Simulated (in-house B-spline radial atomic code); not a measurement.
The numbers below are computed, except where a source is named.
**Pd in an electron gas of r_s = 3.6: phase shifts, screening and friction**

A nucleus sits in a uniform electron gas with a rigid positive background. The Kohn-Sham equations are solved self-consistently in the spin-unpolarised LDA (PW92), non-relativistic, on B-splines with outgoing waves at the boundary and partial waves to l = 8. The model has no lattice, no bands and no magnetic solution. Atomic units; δ_l are the phase shifts at the Fermi level, counted so that each bound state adds π, and good to about 0.0005.

The density parameter is r_s = 3.6 bohr.

```csv
l,δ_l (rad)
0,12.9206
1,9.5386
2,6.1509
3,-0.0057
4,0.0005
5,0.0000
6,0.0000
7,-0.0001
8,0.0000
```

Bound levels below the band bottom (hartree): s -21.86, p -18.38, d -11.93, s -2.688, p -1.613 and deeper ones.

Check the Friedel sum rule, and say where the screening charge sits.

k_F = (9π/4)^(1/3)/r_s = 0.53310. The rule is Z = (2/π) Σ (2l + 1) δ_l. The terms are s 8.226, p 18.217, d 19.579, f -0.025 and 0.002 beyond, in all 45.998 against Z = 46. Bound states hold 8 s, 18 p, 10 d electrons, so the scattering states carry 10.00 in all.

Find the transport cross section and the electronic stopping of a 2 keV Pd ion (mass 106.42 u).

σ_tr = (4π/k_F²) Σ (l + 1) sin²(δ_l − δ_(l+1)). The terms for l = 0 to 3 are 0.0567, 0.1187, 0.0478, 0.0002, all together 0.2234, so σ_tr = 44.217 × 0.2234 = 9.877 bohr². With n = 3/(4π r_s³) = 0.005117, the friction coefficient is Q = n k_F σ_tr = 0.0269. For v well below v_F = 0.533, dE/dx = Q v; with 24801 eV per u at v = 1, v = √(2000/(24801 × 106.42)) = 0.0275, so dE/dx = 0.00074 hartree/bohr = 0.381 eV/nm. The largest term couples the p and d waves.
